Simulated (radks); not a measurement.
Question: Co, 27 electrons, occupied as [Ar] 3d7 4s2. Calculated with a radial shooting solver on a logarithmic mesh with Libxc functionals: Dirac Kohn-Sham, PBEsol, spin-unpolarised, spherical densities, point nucleus; open shells are shared between the two j in proportion to 2j + 1; speed of light set to 205.554 atomic units (1.5 times the physical value, a model run). Some entries of the table are withheld. Estimate them.

orbital  occ.  eigenvalue (eV)  <r> (bohr)
1s1/2       2              (1)     0.05663
2s1/2       2        -888.9600      0.2574
2p1/2       2        -771.7969      0.2248
2p3/2       4        -765.2986      0.2262
3s1/2       2        -100.7174      0.7794
3p1/2       2              (2)      0.8158
3p3/2       4              (3)      0.8202
3d3/2     2.8              (4)       1.065
3d5/2     4.2              (5)       1.069
4s1/2       2          -5.4294       2.903
4p1/2       0          -1.2802         (6)
4p3/2       0          -1.2584         (7)

Answer: 
(1) 1s1/2 eigenvalue (eV): -7541.641
(2) 3p1/2 eigenvalue (eV): -65.7495
(3) 3p3/2 eigenvalue (eV): -64.9368
(4) 3d3/2 eigenvalue (eV): -8.4513
(5) 3d5/2 eigenvalue (eV): -8.3651
(6) 4p1/2 <r> (bohr): 4.346
(7) 4p3/2 <r> (bohr): 4.374
